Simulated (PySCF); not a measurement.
A structure optimised at B3LYP-D3(BJ)/def2-SVP, used in a PySCF frequency run:

```
Bi
C 1 2.3040
H 2 1.0989 1 109.71
H 2 1.0996 3 109.84 1 119.75
H 2 1.0996 3 109.84 4 120.49
C 1 2.3040 2 91.62 3 180.00
H 6 1.0989 1 109.71 2 180.00
H 6 1.0996 7 109.84 1 -119.75
H 6 1.0996 7 109.84 8 -120.49
```
Charge 0, spin multiplicity 2.

Question: Write its SMILES, formula and point group.

Answer: [CH3][Bi][CH3], C₂H₆Bi, C2v

Question: What are its rotational constants (standard atomic weights)?

Answer: 6.5265, 5.4669, 3.0933 GHz
